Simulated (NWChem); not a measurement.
System: CH5ClFNSi; SMILES N[Si@@H](Cl)CF

The following NWChem deck was run.

```
start job
memory heap 200 mb stack 900 mb global 1100 mb
geometry units angstroms noautoz
  N     -1.834781    -0.211447     0.163096
  Si    -0.240595     0.043562    -0.393948
  Cl     0.677827     1.790167     0.306754
  C      0.902838    -1.321378     0.240411
  F      0.488774    -2.556301    -0.208352
  H     -2.621494     0.234619    -0.294009
  H     -2.034440    -0.414021     1.135976
  H     -0.286729     0.136796    -1.874739
  H      0.923884    -1.318009     1.346212
  H      1.937945    -1.133230    -0.096637
end
basis spherical
  * library def2-svp
end
dft
  xc slater pw91lda
  iterations 150
  mulliken
end
task dft energy
```

Geometry: optimised at PBE0/def2-SVP.

Problem. Predict the main results of this run. (LDA (Slater exchange, PW92)/def2-SVP.) Quantities: energy (Ha); highest occupied level (eV); orbital gap (eV); dipole (D).

Solution. 
| Property | Result |
|---|---|
| energy (Ha) | -940.96 |
| highest occupied level (eV) | -6.44 |
| orbital gap (eV) | 6.49 |
| dipole (D) | 1.70 |
